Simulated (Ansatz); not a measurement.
**Cost against result**

The pair of Ag⁺ (SMILES [Ag+], atom 1) and SiNH5 (SMILES [SiH3]N, atoms 2–8), both closed shells, in one local arrangement (a lower one may exist), relaxed at PBE0-D4/def2-TZVP:

```
atom    x (Å)    y (Å)    z (Å)
 Ag1  -0.2376   0.2340  -2.5197
 Si2   0.4968  -0.4973   0.6650
  N3  -0.5508   0.5520  -0.3834
  H4   0.1373  -1.8779   0.2801
  H5   1.8780  -0.1443   0.2764
  H6   0.2058  -0.2021   2.0827
  H7  -0.3900   1.5407  -0.2016
  H8  -1.5397   0.3948  -0.1995
```

Interaction energies are counterpoise-corrected; the time is that of the whole pair.

Computed with Ansatz 0.2.0 (basis: as named in each row); correlated methods freeze the cores. Filled d shells of the heavier atoms are correlated. Core potentials replace the inner electrons of the atoms past krypton. B3LYP uses VWN-RPA correlation. Extrapolation: Hartree–Fock as exp(−7.88 √X), correlation as X^−2.97.

Times are rough, for one single point on 4 threads of a shared host (AMD EPYC 9R45).

The estimate by CCSD(T) at an estimated basis limit (MP2 extrapolated from triple and quadruple zeta, plus CCSD(T) − MP2 in triple zeta) is -198.6 kJ/mol.

```tsv
method	basis	time (s)	interaction energy (kJ/mol)	method less estimate
SPW92	def2-SVP	under 1	-280.5	-81.8
PBE-D4	def2-SVP	under 1	-229.5	-30.9
PBE0-D4	def2-SVP	under 1	-209.4	-10.8
PBE-D4	def2-TZVPPD	under 1	-222.9	-24.3
revPBE-D4	def2-TZVPPD	under 1	-207.4	-8.7
BLYP-D4	def2-TZVPPD	under 1	-220.7	-22.1
PBE0-D4	def2-TZVPPD	under 1	-203.8	-5.2
B3LYP-D4	def2-TZVPPD	under 1	-207.6	-9.0
HSE06-D4	def2-TZVPPD	under 1	-203.6	-4.9
wB97M-V	def2-SVP	1	-198.4	0.2
r2SCAN-D4	def2-TZVPPD	1	-219.2	-20.5
CCSD(T)	def2-SVP	1	-175.2	23.4
B2PLYP	def2-TZVPPD	2	-194.3	4.4
wB97M-V	def2-TZVPPD	2	-191.7	6.9
B97M-V	def2-TZVPPD	2	-202.9	-4.3
wB97X-V	def2-TZVPPD	2	-193.7	5.0
MP2	def2-QZVPPD	4	-201.2	-2.5
CCSD(T)	def2-TZVPPD	31	-183.5	15.1
```

No T1 diagnostic of these runs exceeds 0.015.
